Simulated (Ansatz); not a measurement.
H4BN, SMILES `BN` (lower singlet) (charge 0, multiplicity 1). This singlet lies 4.53 eV below the relaxed triplet at the level composite: frozen-core CCSD(T) with HF/cc-pVQZ and the correlation energy extrapolated as X^-3 from cc-pVTZ and cc-pVQZ, plus CCSDT(Q) minus CCSD(T) in cc-pVDZ // B3LYP-D3(BJ)/def2-TZVP (Ansatz, a quantum-chemistry and plane-wave program).

Cartesian coordinates (Å):
```xyz
6

B      0.6850     0.0139    -0.0022
N     -0.7024    -0.0143     0.0023
H      1.2424     1.0436    -0.2302
H      1.2854    -0.9921     0.2219
H     -1.2379    -0.8468     0.1864
H     -1.2725     0.7957    -0.1782
```
Charge 0, spin multiplicity 1.

Frozen-core energies in cc-pVTZ from Ansatz at a geometry from B3LYP-D3(BJ)/def2-TZVP; the HF reference has <S^2> = 0.00 and the T1 diagnostic is 0.013.

```csv
level,energy (Ha)
HF,-81.52660
MP2,-81.85424
CCSD,-81.87718
CCSD(T),-81.88933
```

Question: Estimate the energies of CCSDT and CCSDT(Q), and give each level's difference from CCSDT(Q).

Answer: 
```json
[
 {"level": "MP2", "energy (Ha)": "-81.85424", "difference from CCSDT(Q) (mHa)": "36.07"},
 {"level": "CCSD", "energy (Ha)": "-81.87718", "difference from CCSDT(Q) (mHa)": "13.13"},
 {"level": "CCSD(T)", "energy (Ha)": "-81.88933", "difference from CCSDT(Q) (mHa)": "0.97"},
 {"level": "CCSDT", "energy (Ha)": "-81.88978", "difference from CCSDT(Q) (mHa)": "0.52"},
 {"level": "CCSDT(Q)", "energy (Ha)": "-81.89031", "difference from CCSDT(Q) (mHa)": "0.00"}
]
```
